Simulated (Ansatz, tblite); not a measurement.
Cost and result up the ladder for GaH2F (4 atoms). The state is a singlet with charge 0. Geometry: PBE0-D4/def2-TZVP.

```xyz
4

Ga    0.038   -0.014    0.119
H    -0.849    0.737    1.153
H     1.305   -0.903    0.275
F    -0.494    0.180   -1.547
```

Ansatz on 4 threads of Arm Neoverse V1 on a shared host; xTB runs through tblite on one thread. Times are rough, summed over both states, and most runs start from the orbitals of an earlier one. PBE0-D4/def2-TZVP serves as the yardstick here, not as an exact answer. The other state is a doublet.

The xTB rows come from tblite. Correlated methods freeze 10 core orbitals; core or outer-core shells of Ga are correlated, in sets that lack core-valence functions. In CCSD on the charge 1 doublet the largest single amplitude is 0.18, so its Hartree–Fock determinant may place the open shell otherwise than the density functionals do.

Correlated methods converge slowly with the basis.

Raw xTB energies of ions are shifted by several eV.

```tsv
level	functions	wall time
GFN2-xTB	15	0.003 s
GFN1-xTB	17	0.004 s
PBE-D4/def2-TZVP	91	1 s
PBE0-D4/def2-TZVP (with forces)	91	1.4 s
r2SCAN-D4/def2-TZVP	91	2.6 s
CCSD(T)/def2-TZVPP	107	6.3 s
```

Q: Estimate what each level gives for the vertical IE (eV).

A: 
| level | vertical IE (eV) | difference from PBE0-D4/def2-TZVP (eV) | remarks |
| --- | --- | --- | --- |
| GFN2-xTB | 15.75 | 4.20 | – |
| GFN1-xTB | 15.96 | 4.42 | – |
| PBE-D4/def2-TZVP | 11.17 | -0.37 | – |
| PBE0-D4/def2-TZVP (with forces) | 11.54 | 0.00 | – |
| r2SCAN-D4/def2-TZVP | 11.35 | -0.19 | – |
| CCSD(T)/def2-TZVPP | 11.86 | 0.32 | spin-contaminated (⟨S²⟩ 0.84) (+1 doublet) |
